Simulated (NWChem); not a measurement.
System: C2H8Si; SMILES C[SiH2]C

NWChem input:

```
start job
memory heap 200 mb stack 900 mb global 1100 mb
geometry units angstroms
  Si     0.000000     0.000000    -0.532599
  C     -1.556075     0.000000     0.525619
  C      1.556075     0.000000     0.525619
  H      0.000000     1.207520    -1.421166
  H      0.000000    -1.207520    -1.421166
  H     -1.592552    -0.890800     1.172316
  H     -2.460680     0.000000    -0.101874
  H     -1.592552     0.890800     1.172316
  H      2.460680     0.000000    -0.101874
  H      1.592552    -0.890800     1.172316
  H      1.592552     0.890800     1.172316
end
basis spherical
  * library 6-31g*
end
dft
  xc hfexch
  iterations 150
end
driver
  maxiter 120
end
task dft optimize
task dft freq
```

Parts of the log:

```
             Northwest Computational Chemistry Package (NWChem) 7.3.0
             --------------------------------------------------------

 C2V symmetry detected

                             Geometry "geometry" -> ""
                             -------------------------

 Output coordinates in angstroms (scale by  1.889725989 to convert to a.u.)

  No.       Tag          Charge          X              Y              Z
 ---- ---------------- ---------- -------------- -------------- --------------
    1 Si                  14.0000     0.00000000     0.00000000    -0.54713506
    2 C                    6.0000    -1.55607500     0.00000000     0.51108294
    3 C                    6.0000     1.55607500     0.00000000     0.51108294
    4 H                    1.0000     0.00000000     1.20752000    -1.43570206
    5 H                    1.0000     0.00000000    -1.20752000    -1.43570206
    6 H                    1.0000    -1.59255200    -0.89080000     1.15777994
    7 H                    1.0000    -2.46068000     0.00000000    -0.11641006
    8 H                    1.0000    -1.59255200     0.89080000     1.15777994
    9 H                    1.0000     2.46068000     0.00000000    -0.11641006
   10 H                    1.0000     1.59255200    -0.89080000     1.15777994
   11 H                    1.0000     1.59255200     0.89080000     1.15777994

 Effective nuclear repulsion energy (a.u.)     113.4789363452

      Symmetry information
      --------------------

 Group name             C2v
 Group number             16
 Group order               4
 No. of unique centers     5

                                Z-matrix (autoz)
                                --------

 Units are Angstrom for bonds and degrees for angles

      Type          Name      I     J     K     L     M      Value
      ----------- --------  ----- ----- ----- ----- ----- ----------
    1 Stretch                  1     2                       1.88181
    2 Stretch                  1     3                       1.88181
    3 Stretch                  1     4                       1.49922
    4 Stretch                  1     5                       1.49922
    5 Stretch                  2     6                       1.10140
    6 Stretch                  2     7                       1.10093
    7 Stretch                  2     8                       1.10140
    8 Stretch                  3     9                       1.10093
    9 Stretch                  3    10                       1.10140
   10 Stretch                  3    11                       1.10140
   11 Bend                     1     2     6               110.95113
   12 Bend                     1     2     7               111.03441
   13 Bend                     1     2     8               110.95113
   14 Bend                     1     3     9               111.03441
   15 Bend                     1     3    10               110.95113
   16 Bend                     1     3    11               110.95113
   17 Bend                     2     1     3               111.56421
   18 Bend                     2     1     4               109.46874
   19 Bend                     2     1     5               109.46874
   20 Bend                     3     1     4               109.46874
   21 Bend                     3     1     5               109.46874
   22 Bend                     4     1     5               107.30419
   23 Bend                     6     2     7               107.90550
   24 Bend                     6     2     8               107.95616
   25 Bend                     7     2     8               107.90550
   26 Bend                     9     3    10               107.90550
   27 Bend                     9     3    11               107.90550
   28 Bend                    10     3    11               107.95616
   29 Torsion                  2     1     3     9         180.00000
   30 Torsion                  2     1     3    10          60.00285
   31 Torsion                  2     1     3    11         -60.00285
   32 Torsion                  3     1     2     6         -60.00285
   33 Torsion                  3     1     2     7         180.00000
   34 Torsion                  3     1     2     8          60.00285
   35 Torsion                  4     1     2     6         178.67717
   36 Torsion                  4     1     2     7          58.68002
   37 Torsion                  4     1     2     8         -61.31712
   38 Torsion                  4     1     3     9         -58.68002
   39 Torsion                  4     1     3    10        -178.67717
   40 Torsion                  4     1     3    11          61.31712
   41 Torsion                  5     1     2     6          61.31712
   42 Torsion                  5     1     2     7         -58.68002
   43 Torsion                  5     1     2     8        -178.67717
   44 Torsion                  5     1     3     9          58.68002
   45 Torsion                  5     1     3    10         -61.31712
   46 Torsion                  5     1     3    11         178.67717

  xc_inp: hfexch multiplicative factor not found.

                           NWChem Geometry Optimization
                           ----------------------------

 maximum gradient threshold         (gmax) =   0.000450
 rms gradient threshold             (grms) =   0.000300
 maximum cartesian step threshold   (xmax) =   0.001800
 rms cartesian step threshold       (xrms) =   0.001200
 fixed trust radius                (trust) =   0.300000
 source of zmatrix                         =   autoz

          -------------------
          Energy Minimization
          -------------------

 Using diagonal initial Hessian
 Scaling for Hessian diagonals: bonds = 1.00  angles = 0.25  torsions = 0.10

          --------
          Step   0

                                 NWChem DFT Module
                                 -----------------

 Summary of "ao basis" -> "ao basis" (spherical)
 ------------------------------------------------------------------------------
       Tag                 Description            Shells   Functions and Types
 ---------------- ------------------------------  ------  ---------------------
 Si                          6-31g*                  8       18   4s3p1d
 C                           6-31g*                  6       14   3s2p1d
 H                           6-31g*                  2        2   2s

      Symmetry analysis of basis
      --------------------------

        a1         25
        a2          7
        b1         18
        b2         12

            General Information
            -------------------
          SCF calculation type: DFT
          Wavefunction type:  closed shell.
          No. of atoms     :    11
          No. of electrons :    34
           Alpha electrons :    17
            Beta electrons :    17
          Charge           :     0
          Spin multiplicity:     1
          Use of symmetry is: on ; symmetry adaption is: on
          Maximum number of iterations: 150
          AO basis - number of functions:    62
                     number of shells:    36
          Convergence on energy requested:  1.00D-06
          Convergence on density requested:  1.00D-05
          Convergence on gradient requested:  5.00D-04

              XC Information
              --------------
                     Hartree-Fock (Exact) Exchange  1.000

      Superposition of Atomic Density Guess
      -------------------------------------

 Sum of atomic energies:        -368.12367613

[...]

      ----------------------
      Optimization converged
      ----------------------

  Step       Energy      Delta E   Gmax     Grms     Xrms     Xmax
  ---- ---------------- -------- -------- -------- -------- --------
@    3    -369.31797089 -7.8D-07  0.00014  0.00003  0.00033  0.00092
                                     ok       ok       ok       ok

                                Z-matrix (autoz)
                                --------

 Units are Angstrom for bonds and degrees for angles

      Type          Name      I     J     K     L     M      Value     Gradient
      ----------- --------  ----- ----- ----- ----- ----- ---------- ----------
    1 Stretch                  1     2                       1.88941   -0.00014
    2 Stretch                  1     3                       1.88941   -0.00014
    3 Stretch                  1     4                       1.48087   -0.00006
    4 Stretch                  1     5                       1.48087   -0.00006
    5 Stretch                  2     6                       1.08688    0.00001
    6 Stretch                  2     7                       1.08639    0.00000
    7 Stretch                  2     8                       1.08688    0.00001
    8 Stretch                  3     9                       1.08639    0.00000
    9 Stretch                  3    10                       1.08688    0.00001
   10 Stretch                  3    11                       1.08688    0.00001
   11 Bend                     1     2     6               111.25365    0.00001
   12 Bend                     1     2     7               111.22172    0.00001
   13 Bend                     1     2     8               111.25365    0.00001
   14 Bend                     1     3     9               111.22172    0.00001
   15 Bend                     1     3    10               111.25365    0.00001
   16 Bend                     1     3    11               111.25365    0.00001
   17 Bend                     2     1     3               111.50980    0.00002
   18 Bend                     2     1     4               109.46601    0.00000
   19 Bend                     2     1     5               109.46601    0.00000
   20 Bend                     3     1     4               109.46601    0.00000
   21 Bend                     3     1     5               109.46601    0.00000
   22 Bend                     4     1     5               107.37435   -0.00003
   23 Bend                     6     2     7               107.64645   -0.00001
   24 Bend                     6     2     8               107.63547   -0.00002
   25 Bend                     7     2     8               107.64645   -0.00001
   26 Bend                     9     3    10               107.64645   -0.00001
   27 Bend                     9     3    11               107.64645   -0.00001
   28 Bend                    10     3    11               107.63547   -0.00002
   29 Torsion                  2     1     3     9         180.00000   -0.00000
   30 Torsion                  2     1     3    10          60.00253   -0.00000
   31 Torsion                  2     1     3    11         -60.00253    0.00000
   32 Torsion                  3     1     2     6         -60.00253    0.00000
   33 Torsion                  3     1     2     7         180.00000   -0.00000
   34 Torsion                  3     1     2     8          60.00253   -0.00000
   35 Torsion                  4     1     2     6         178.71833   -0.00001
   36 Torsion                  4     1     2     7          58.72087   -0.00002
   37 Torsion                  4     1     2     8         -61.27660   -0.00002
   38 Torsion                  4     1     3     9         -58.72087    0.00002
   39 Torsion                  4     1     3    10        -178.71833    0.00001
   40 Torsion                  4     1     3    11          61.27660    0.00002
   41 Torsion                  5     1     2     6          61.27660    0.00002
   42 Torsion                  5     1     2     7         -58.72087    0.00002
   43 Torsion                  5     1     2     8        -178.71833    0.00001
   44 Torsion                  5     1     3     9          58.72087   -0.00002
   45 Torsion                  5     1     3    10         -61.27660   -0.00002
   46 Torsion                  5     1     3    11         178.71833   -0.00001

                         Geometry "geometry" -> "geometry"
                         ---------------------------------

 Output coordinates in angstroms (scale by  1.889725989 to convert to a.u.)

[...]

 Rotational Constants
 --------------------
 A=   0.558018 cm-1  (  0.802846 K)
 B=   0.193684 cm-1  (  0.278662 K)
 C=   0.160089 cm-1  (  0.230327 K)

 Temperature                      =   298.15K
 frequency scaling parameter      =   1.0000

 Zero-Point correction to Energy  =   60.315 kcal/mol  (  0.096118 au)
 Thermal correction to Energy     =   63.774 kcal/mol  (  0.101631 au)
 Thermal correction to Enthalpy   =   64.366 kcal/mol  (  0.102575 au)

 Total Entropy                    =   70.328 cal/mol-K
   - Translational                =   38.180 cal/mol-K (mol. weight =  60.0395)
   - Rotational                   =   22.661 cal/mol-K (symmetry #  =        2)
   - Vibrational                  =    9.487 cal/mol-K

 Cv (constant volume heat capacity) =   18.495 cal/mol-K
   - Translational                  =    2.979 cal/mol-K
   - Rotational                     =    2.979 cal/mol-K
   - Vibrational                    =   12.536 cal/mol-K

[normal modes left out]

 ----------------------------------------------------------------------------
 Normal Eigenvalue ||           Projected Infra Red Intensities
  Mode   [cm**-1]  || [atomic units] [(debye/angs)**2] [(KM/mol)] [arbitrary]
 ------ ---------- || -------------- ----------------- ---------- -----------
    1       -0.000 ||    0.000111           0.003         0.108       0.027
    2        0.000 ||    0.000407           0.009         0.397       0.100
    3        0.000 ||    0.000135           0.003         0.132       0.033
    4        0.000 ||    0.000000           0.000         0.000       0.000
    5        0.000 ||    0.000071           0.002         0.069       0.017
    6        0.000 ||    0.000118           0.003         0.115       0.029
    7      154.140 ||    0.000000           0.000         0.000       0.000
    8      170.966 ||    0.000012           0.000         0.012       0.003
    9      219.131 ||    0.001616           0.037         1.576       0.398
   10      499.664 ||    0.022149           0.511        21.592       5.448
   11      634.137 ||    0.000000           0.000         0.000       0.000
   12      679.426 ||    0.005735           0.132         5.591       1.411
   13      706.088 ||    0.020121           0.464        19.615       4.949
   14      754.800 ||    0.015922           0.367        15.522       3.916
   15      943.815 ||    0.032777           0.756        31.952       8.062
   16      970.121 ||    0.000000           0.000         0.000       0.000
   17      972.355 ||    0.100788           2.325        98.253      24.791
   18     1019.113 ||    0.324072           7.477       315.922      79.711
   19     1054.688 ||    0.168348           3.884       164.114      41.408
   20     1451.490 ||    0.033622           0.776        32.776       8.270
   21     1456.775 ||    0.013673           0.315        13.329       3.363
   22     1601.728 ||    0.000000           0.000         0.000       0.000
   23     1604.795 ||    0.001229           0.028         1.198       0.302
   24     1610.500 ||    0.002345           0.054         2.286       0.577
   25     1613.268 ||    0.008073           0.186         7.870       1.986
   26     2337.516 ||    0.287754           6.639       280.516      70.778
   27     2350.322 ||    0.192204           4.434       187.370      47.276
   28     3187.845 ||    0.013312           0.307        12.977       3.274
   29     3188.279 ||    0.007289           0.168         7.106       1.793
   30     3254.304 ||    0.000000           0.000         0.000       0.000
   31     3256.501 ||    0.046535           1.074        45.364      11.446
   32     3259.553 ||    0.014843           0.342        14.470       3.651
   33     3259.888 ||    0.028376           0.655        27.662       6.980
 ----------------------------------------------------------------------------
```

Level: Hartree-Fock/6-31G* (spherical d).
